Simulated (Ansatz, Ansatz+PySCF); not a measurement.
```xyz
8

Li   -0.9240   -0.9240   -0.9240
F    -1.0249   -1.0249    1.0249
F    -1.0249    1.0249   -1.0249
Li   -0.9240    0.9240    0.9240
F     1.0249   -1.0249   -1.0249
Li    0.9240   -0.9240    0.9240
Li    0.9240    0.9240   -0.9240
F     1.0249    1.0249    1.0249
```

Basis set: def2-SVP (spherical functions). Correlated methods keep 4 orbitals frozen. Charge 0, multiplicity 1.

Computed with Ansatz (development build ahead of 0.2.0); each method stands on the lowest determinant of its kind that the runs found. Restricted open shells among the atoms or ions are ROHF, correlated in semicanonical orbitals with singles.

The atomization energy at this shape (free ground-state atoms in the same class of orbitals less the molecule, no zero-point energy) of singlet Li₄F₄:

| method | atomization energy |
| --- | --- |
| RHF-MP2 | 714.83 kcal/mol |
| UHF | 548.23 kcal/mol |

Task: What does RHF give?

Result: 557.22 kcal/mol. Caution: the shape is not the minimum.
